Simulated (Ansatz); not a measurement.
Harmonic frequencies (cm⁻¹) at PBE0-D4/def2-TZVP from Ansatz: 122, 158, 322, 455, 600, 716, 752, 838, 1038, 1950, 1951, 2616.

Question: Which molecule is it?
A. `F[B]1[AlH][SiH2]1`
B. `OC1=NC(F)O1`
C. `Cl[BH][GaH2]`
D. `N=CCF`

Answer: C.
